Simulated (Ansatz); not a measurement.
One change: `CBC=[Se]` becomes `CB(N)C=[Se]`.

Ansatz, PBE0-D4/def2-TZVP geometries, multiplicity 1. Each molecule was computed in one conformer, which needn't be the lowest.

Scalar relativity is left out up to krypton.

```csv
property,`CBC=[Se]`
size of the dipole moment (ωB97M-V/def2-TZVPP) / D,1.43
HOMO energy (PBE0/def2-TZVPP) / eV,-6.64
HOMO–LUMO gap (B3LYP/def2-TZVPP) / eV,3.49
LUMO energy (ωB97M-V/def2-TZVPP) / eV,-0.66
HOMO–LUMO gap (PBE0/def2-TZVPP) / eV,3.89
size of the dipole moment (B3LYP/def2-TZVPP) / D,1.38
```

What does the change do to each property? (Estimate.)

Ansatz gave: 
| property | `CB(N)C=[Se]` | shift |
| --- | --- | --- |
| size of the dipole moment (ωB97M-V/def2-TZVPP) / D | 3.23 | 1.80 |
| HOMO energy (PBE0/def2-TZVPP) / eV | -5.97 | 0.67 |
| HOMO–LUMO gap (B3LYP/def2-TZVPP) / eV | 2.75 | -0.74 |
| LUMO energy (ωB97M-V/def2-TZVPP) / eV | -0.77 | -0.11 |
| HOMO–LUMO gap (PBE0/def2-TZVPP) / eV | 3.15 | -0.74 |
| size of the dipole moment (B3LYP/def2-TZVPP) / D | 3.32 | 1.94 |

With PBE0 the HOMO rises by 0.67 eV and the LUMO falls by 0.09 eV, so the gap narrows by about 0.76 eV. PBE moves the HOMO by 0.78 eV and ωB97M-V by 0.57 eV. Dipoles are sizes alone; their direction can turn.

B3LYP here is the variant with VWN-RPA as its local correlation; programs differ in this.

Spin–orbit coupling is left out; it splits and shifts lone-pair levels of the heavy atoms by tenths of an eV.
